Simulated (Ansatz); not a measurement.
Relaxation of CH$_{7}$GeNS (11 atoms, charge 0, multiplicity 1), to a largest force component of 0.02 eV/Å in at most 50 steps.

Method: RKS B3LYP-D4/def2-SVP (Ansatz 0.2.0).

```xyz
11
Properties=species:S:1:pos:R:3:forces:R:3
N -1.019 1.118 -0.143 -3.45 2.86 -0.91
C 0.346 1.037 -0.475 1.12 0.99 -0.76
S 1.209 0.261 0.898 1.45 0.42 0.74
Ge 0.435 -1.749 0.574 -2.33 -0.75 1.18
H -1.541 1.588 -0.998 1.03 -1.23 1.95
H -1.163 1.858 0.633 0.38 -1.58 -1.34
H 0.811 2.049 -0.650 0.24 -0.63 0.16
H 0.519 0.453 -1.405 -0.22 0.12 0.19
H 0.709 -2.228 -0.812 0.32 -0.26 -0.91
H 0.948 -2.753 1.635 0.20 0.22 -0.10
H -1.189 -1.691 0.765 1.25 -0.16 -0.19
```

Q: Where does it end, and by what steps?

A: It converged. After 8 steps the energy has fallen by 0.587 eV; H9 moved furthest, 0.62 Å.

| step | energy less start (eV) | largest force component (eV/Å) | accepted |
| --- | --- | --- | --- |
| 0 | 0.0000 | 3.453 | yes |
| 1 | -0.4699 | 1.250 | yes |
| 2 | -0.5228 | 0.193 | yes |
| 3 | -0.5491 | 0.109 | yes |
| 4 | -0.5705 | 0.077 | yes |
| 5 | -0.5793 | 0.186 | yes |
| 6 | -0.5851 | 0.186 | yes |
| 7 | -0.5866 | 0.044 | yes |
| 8 | -0.5869 | 0.020 | yes |

```xyz
11
Properties=species:S:1:pos:R:3
N -0.957 0.965 -0.382
C 0.473 1.169 -0.460
S 1.354 0.234 0.861
Ge 0.233 -1.710 0.654
H -1.434 1.345 -1.200
H -1.348 1.409 0.450
H 0.823 2.213 -0.333
H 0.827 0.820 -1.443
H 0.109 -2.079 -0.838
H 1.133 -2.733 1.381
H -1.149 -1.690 1.331
```

Time of the run: 41 s on 2 threads of Intel(R) Xeon(R) Platinum 8259CL CPU @ 2.50GHz (Skylake/Cascade Lake) (shared host), peak memory 0.29 GiB.
